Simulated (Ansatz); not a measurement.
Species: sum formula GeIF$_{3}$ (charge 0, singlet). 
Coordinates optimised at B3LYP-D3(BJ)/def2-TZVP (Ansatz, a first-principles code):
```xyz
5

F     -1.6032    -1.3011    -1.0097
Ge    -1.0070    -0.0075    -0.0520
F     -1.6376     1.4337    -0.7387
F     -1.7408    -0.1696     1.4912
I      1.4539     0.0108     0.0751
```

Total electronic energies in hartree. Cores are frozen in the correlated levels unless marked. Spin-orbit coupling is left out. The frozen core is the preceding noble-gas configuration, with the filled d and f shells of earlier blocks. In def2 rows, elements after Kr have scalar-relativistic effective core potentials. STO-3G rows are all-electron and non-relativistic. CBS(X,Y): correlation extrapolated as X^-3; Hartree-Fock from the larger set.

| level | program | energy (Eh) |
|---|---|---|
| RI-HF/def2-TZVPP | Ansatz | -2670.64574 |
| revPBE-D3(BJ)/def2-TZVPD | Ansatz + dftd3 | -2674.32287 |
| revPBE-D4/def2-TZVPD | Ansatz + dftd4 | -2674.32682 |
| PBE0/STO-3G | Ansatz | -9200.41698 |
| HSE06/def2-TZVPD | Ansatz | -2673.99574 |
| LC-wPBE-D3(BJ)/def2-TZVPD | Ansatz + dftd3 | … |
| SCS-MP2/STO-3G | Ansatz | -9196.74014 |
| SCS-MP2/def2-QZVPP | Ansatz | -2671.78295 |
| CCSD(T)/CBS(def2-TZVPPD,def2-QZVPPD) | Ansatz | -2671.9170 |

Question: Some entries are withheld; supply them.

Answer: 
- LC-wPBE-D3(BJ)/def2-TZVPD, energy (Eh): -2674.14516
